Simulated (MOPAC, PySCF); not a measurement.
HF$_{3}$OSi, SMILES `O[Si](F)(F)F`, neutral singlet in the gas phase. 

Z-matrix (Å, degrees):
```
Si
F 1 1.5667
F 1 1.5740 2 108.78
F 1 1.5740 2 108.78 3 -115.92
O 1 1.6062 2 107.44 3 122.04
H 5 0.9601 1 120.25 2 180.00
```
Charge 0, spin multiplicity 1.

All levels are single points at this geometry (r2SCAN-D4/def2-TZVP); Pople sets use spherical d functions. Orbital energies aren't observables, and empty levels follow the basis.

```csv
level,HOMO (eV),LUMO (eV),gap (eV),dipole (D),"vertical IE, Delta-SCF (eV)"
r2SCAN-D4/def2-TZVP in PySCF,-9.26,-0.04,9.21,2.16,–
B3LYP/6-311+G** in PySCF,-10.58,-1.01,9.57,2.31,–
B3LYP/6-31G* in PySCF,-9.96,0.39,10.35,2.23,13.25
SVWN5/6-31G* in PySCF,-8.52,-0.42,8.10,2.26,–
PM6 in MOPAC,-13.65,0.24,13.89,2.48,–
PM7 in MOPAC,-13.58,-0.44,13.14,2.14,–
```
